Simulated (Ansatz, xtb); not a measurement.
## Two isomers of C2H8GeOSi

Structure I is `C=[CH][GeH2][SiH2]O`, a singlet and structure II is `C=C[SiH2][GeH2][OH]`, a singlet. Both are isolated molecules in the gas phase, relaxed with B3LYP-D3(BJ)/def2-SVP, each in the lowest conformer that the search found.

Question: Estimate which is lower in electronic energy at CCSD(T)/def2-SVP + ΔMP2/def2-TZVPP, and by roughly how much.

Answer: The CCSD(T)/def2-SVP + ΔMP2/def2-TZVPP calculation puts structure I lower, by 0.486 eV.

The same difference at several levels:

| level | geometry | E(II) − E(I) (eV) | departure from the last row (eV) | job, with rough time for the two |
| --- | --- | --- | --- | --- |
| B3LYP-D3(BJ)/def2-SVP | B3LYP-D3(BJ)/def2-SVP | +0.330 | −0.156 | optimisation, 2.2 min |
| HF/def2-SVP | B3LYP-D3(BJ)/def2-SVP | +0.409 | −0.077 | part of the CCSD(T) run |
| MP2/def2-SVP | B3LYP-D3(BJ)/def2-SVP | +0.353 | −0.133 | part of the CCSD(T) run |
| CCSD(T)/def2-SVP | B3LYP-D3(BJ)/def2-SVP | +0.334 | −0.152 | single point |
| CCSD(T)/def2-SVP + ΔMP2/def2-TZVPP | B3LYP-D3(BJ)/def2-SVP | +0.486 |  | single point, 83 s |

As drawn, II has 1 C–Si, 1 Ge–O in place of 1 C–Ge, 1 O–Si.

The levels shown agree on the order. The largest departure from CCSD(T)/def2-SVP + ΔMP2/def2-TZVPP is that of B3LYP-D3(BJ)/def2-SVP, 0.156 eV. Levels run at GFN2-xTB geometries aren't shown. The last row adds to CCSD(T) the change of the MP2 difference between the two basis sets, here +0.152 eV, a large step that makes the value less sure.

With thermal terms from frequencies at re-optimised GFN2-xTB minima (ideal gas, soft modes damped towards free rotors, one conformer each, 298.15 K, 1 atm): on the last row, ΔE + ΔZPE = +0.465, ΔH = +0.465, ΔG = +0.466 eV.

The correlated steps freeze 17 core orbitals; the filled d shell of Ge is correlated, in a basis made for valence electrons. Run with Ansatz 0.2.0, xtb 6.7.1; the last row on 2 threads of Arm Neoverse V1 on a shared host.
